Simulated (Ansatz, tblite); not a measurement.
Forces on the cluster Li₁₄ at its B3LYP/def2-SVP geometry. Total charge 0; singlet.

The xTB rows come from tblite. The restricted singlet is unstable towards broken spin symmetry in Hartree–Fock (as tested in another run); at PBE/def2-TZVP this wasn't settled. Another isomer (singlet) lies 0.04 eV lower at PBE0/def2-TZVP; other spin states weren't run for this one.

GFN1-xTB (tblite), largest force 0.38 eV/Å:

```xyz
14
positions Å, forces eV/Å
Li    0.896    0.500    0.501    0.246    0.179    0.160
Li    0.214    0.790    3.343   -0.101   -0.033   -0.193
Li    0.233   -1.797   -1.282   -0.134   -0.057   -0.302
Li   -1.731   -1.786   -3.467    0.245    0.130    0.246
Li   -1.832    0.438    1.282   -0.110   -0.159    0.254
Li   -0.223   -1.740    1.693   -0.291    0.016    0.144
Li    1.065   -0.212   -3.549   -0.179   -0.091    0.207
Li    1.765    2.181   -1.499    0.082   -0.111    0.154
Li   -2.572   -1.989   -0.166    0.149    0.089    0.039
Li    2.964    2.076    1.413   -0.229   -0.037   -0.172
Li   -2.730   -1.496    3.252    0.239    0.134   -0.270
Li    2.982   -0.412   -0.799   -0.132    0.247   -0.075
Li   -1.008    0.558   -1.615   -0.030   -0.192   -0.281
Li   -0.023    2.890    0.892    0.245   -0.115    0.090
```

GFN2-xTB (tblite), largest force 0.58 eV/Å:

```
Li -0.113 -0.196 0.008
Li -0.118 -0.046 -0.336
Li -0.190 0.203 0.019
Li 0.362 0.183 0.420
Li 0.169 -0.283 -0.163
Li -0.315 0.127 0.049
Li -0.287 0.046 0.344
Li 0.088 -0.412 0.042
Li 0.408 0.276 -0.072
Li -0.350 0.075 -0.218
Li 0.269 0.133 -0.349
Li -0.266 0.153 -0.216
Li 0.189 -0.177 0.316
Li 0.155 -0.080 0.156
```

PBE/def2-TZVP (Ansatz), largest force 0.06 eV/Å:

```
Li -0.038 -0.047 0.022
Li 0.009 0.000 -0.042
Li 0.005 -0.010 0.043
Li 0.016 0.007 0.033
Li 0.001 0.015 -0.027
Li 0.038 -0.003 -0.017
Li 0.007 0.011 0.027
Li -0.013 -0.016 -0.024
Li 0.018 0.017 -0.021
Li -0.040 -0.019 0.001
Li 0.021 0.020 -0.025
Li -0.021 -0.003 -0.020
Li -0.003 0.029 0.033
Li 0.000 0.001 0.016
```
